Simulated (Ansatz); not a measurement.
CH₅AlClGa (`[CH3][Al]([Cl])[GaH2]`), 9 atoms. Total charge 0; spin multiplicity 1. Correlated methods include outer-core shells of Ga, which these sets cover unevenly. Scalar relativity is left out up to krypton. Hardware: A = 2 threads of an AMD EPYC 7R13 on a shared host; B = 2 threads of an AMD EPYC 7R13 on a shared host and a share of an NVIDIA H100 80 GB. Correlated methods freeze the cores. Open-shell runs search over several starts.

Task: Give the basis size and wall time and peak host memory of each of these runs in Ansatz. RHF-CCSD(T)/def2-QZVPP energy [B]; RKS B97M-V/def2-TZVPP energy [A]; UKS B2PLYP (frozen core)/def2-TZVPP energy of the cation [A]; UHF-MP2/def2-QZVPP energy of the cation [B]; UKS PBE-D4/def2-TZVPP energy of the cation [A]; RKS PBE0-D4/def2-SVP energy [A]; UKS r2SCAN-D4/def2-TZVPP energy of the cation [A]; RKS BHLYP-D4/def2-TZVPP energy [A]; RKS r2SCAN0-D4/def2-TZVPP energy [A]; UKS PBE0-D4/def2-TZVPP energy of the cation [A]; UKS ωB97M-V/def2-TZVPP energy of the cation [A]; RKS ωB97M-V/def2-SVP energy [A]. (Best estimate.)

Result: Ansatz gave: Other jobs shared the machine, so times are rough.

```csv
level,job,functions,wall time,peak host memory (GiB)
RKS PBE0-D4/def2-SVP,energy [A],107,2 s,0.44
RKS BHLYP-D4/def2-TZVPP,energy [A],233,5.5 s,0.71
RKS ωB97M-V/def2-SVP,energy [A],107,7.5 s,0.44
RKS r2SCAN0-D4/def2-TZVPP,energy [A],233,7.5 s,0.71
UHF-MP2/def2-QZVPP,energy of the cation [B],436,9 s,1
UKS PBE-D4/def2-TZVPP,energy of the cation [A],233,10 s,0.48
UKS PBE0-D4/def2-TZVPP,energy of the cation [A],233,12 s,0.93
RKS B97M-V/def2-TZVPP,energy [A],233,12 s,0.42
UKS B2PLYP (frozen core)/def2-TZVPP,energy of the cation [A],233,16 s,0.82
UKS r2SCAN-D4/def2-TZVPP,energy of the cation [A],233,19 s,0.52
UKS ωB97M-V/def2-TZVPP,energy of the cation [A],233,27 s,1.2
RHF-CCSD(T)/def2-QZVPP,energy [B],436,30 s,2.1
```
